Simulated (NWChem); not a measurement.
# WH₃F₃; SMILES [F][WH3]([F])[F]

```xyz
7

W      0.0000     0.0000     0.2473
F      0.7330     1.6899     0.6357
F      1.0970    -1.4797     0.6357
F     -1.8300    -0.2101     0.6357
H     -0.3975    -0.9169    -1.1073
H      0.9928     0.1142    -1.1073
H     -0.5953     0.8027    -1.1073
```
Atoms are numbered in this order, from 1.

Level: PBE-D3(BJ)/def2-SVP with def2 effective core potentials on W (NWChem), optimised geometry, unscaled harmonic frequencies. def2 effective core potentials on W; no spin-orbit coupling.

### Question
List the harmonic frequencies with IR intensities, and the thermochemistry.

### Answer
```tsv
frequency (cm⁻¹)	IR intensity (km/mol)
157	3.3
157	3.3
238	1.9
409	0.0
654	18.8
654	18.8
667	34.1
716	125.4
716	125.4
1057	17.2
1057	17.2
1084	30.6
2030	65.7
2030	65.7
2063	58.6
```

| Item | Value |
|---|---|
| zero-point energy | 19.6 kcal/mol |
| thermal correction to the enthalpy at 298.15 K (with zero-point energy) | 23.7 kcal/mol |
| heat capacity Cv | 18.3 cal/(mol K) |
| entropy at 298.15 K and 1 atm (symmetry number 3) | 76.2 cal/(mol K) |

Rigid rotor and harmonic oscillator.
